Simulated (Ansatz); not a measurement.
`N[SiH2][SiH2]N` + `[SiH3][O][Mg][Cl]` → `N[SiH2][SiH](N)Cl` + `[MgH][O][SiH3]`  (redistribution)

Gas-phase electronic energies from Ansatz, PBE0-D4/def2-TZVP geometries. CCSD(T)/CBS adds triple-zeta CCSD(T) − MP2 to the extrapolated MP2 energy (def2 sets, frozen cores). Functionals use def2-TZVPP. HSE06 is defined as in plane-wave codes. For Mg outer-core shells are correlated without core-valence functions, which leaves a few kJ/mol of doubt a bond. One conformer a species, not always the lowest.

(1) Is it downhill or uphill in electronic energy at CCSD(T)/CBS, and by how much? (Best estimate.)

(2) What do these levels give: PBE-D4, r2SCANh-D4, r2SCAN0-D4, CAM-B3LYP-D4, ωB97X-V, PBE, HSE06, LC-ωPBE, MP2/def2-TZVPP, SCS-MP2/def2-TZVPP, CCSD(T)/def2-TZVPP, SCS-MP2/def2-QZVPP? (Estimate.)

Largest T1 diagnostic among the species: 0.011.

Answers

(1) The calculation gave: Uphill: ΔE = +79.9 kJ/mol.

(2) Computed: PBE-D4 66.0, r2SCANh-D4 77.8, r2SCAN0-D4 79.0, CAM-B3LYP-D4 74.0, ωB97X-V 74.9, PBE 71.0, HSE06 76.0, LC-ωPBE 79.2, MP2/def2-TZVPP 78.2, SCS-MP2/def2-TZVPP 79.7, CCSD(T)/def2-TZVPP 77.8, SCS-MP2/def2-QZVPP 81.7 kJ/mol.

The D4 term adds −8.0 kJ/mol with B3LYP and −4.4 kJ/mol with PBE0; it sums over pairs of atoms, weighted by their polarisabilities, and B3LYP, whose exchange is more repulsive, gets the larger term. Leaving LDA and LC-ωPBE aside and taking each functional with its dispersion term where it has one, the values, not all of them listed here, spread over 20.5 kJ/mol, from B97M-V to B2PLYP. LDA lies −9.0 kJ/mol from PBE without D4. At CCSD(T), def2-SVP lies +16.0 kJ/mol from the extrapolated value and def2-TZVPP −2.2 kJ/mol.

B3LYP here is the variant with VWN-RPA as its local correlation; programs differ in this.
